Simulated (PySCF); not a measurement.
Spinor energies of K²⁺ (potassium, charge +2)

Start: [Ne] 3s2 3p5; 3p1/2 filled at m_j = +1/2; 3p3/2 filled at m_j = -3/2, -1/2, +1/2, +3/2. Calculated with PySCF 2.14 in an even-tempered Gaussian basis (22 s from 0.054 bohr⁻², ratio 2.4; 15 p from 0.071 bohr⁻², ratio 2.4; 5 d from 1.3 bohr⁻², ratio 2.6; 5 f from 2 bohr⁻², ratio 2.6): generalised Hartree-Fock with the X2C-1e Hamiltonian and a Gaussian nucleus; one run each with spin-orbit coupling (SO) screened by Boettger's factors, then bare. This is a chosen level, not necessarily the ground level.

```csv
spinor shell,electrons,"ε, screened SO (eV)","ε, bare SO (eV)",weight of nominal j (bare SO),"rms radius, bare SO (bohr)"
1s1/2,2,-3673.8,-3673.8,1.000,0.0937
2s1/2,2,-420.50,-420.51,1.000,0.417
2p1/2,2,-338.47,-338.69,0.981,0.386
2p3/2,4,-335.92,-335.81,0.990,0.388
3s1/2,2,-67.844,-67.849,0.999,1.33
3p1/2,1,-47.919,-47.938,0.891,1.46
3p3/2,4,-46.240,-46.234,0.945,1.47
```

```csv
quantity,screened SO,bare SO
E (hartree),-600.18831,-600.18825
M_J,1/2,1/2
⟨J²⟩,1.129,1.084
⟨L²⟩,2.007,2.008
⟨S²⟩,0.753,0.753
```

The determinant has a definite M_J but mixes levels of different J.

Each row is a mean over spinors that exchange with the open shell spreads, by up to 3.695 eV (3s1/2).

Rows whose weight is well below 1 are mixtures of j = l ± 1/2: exchange outweighs spin-orbit coupling there, and the label is only the starting occupation.
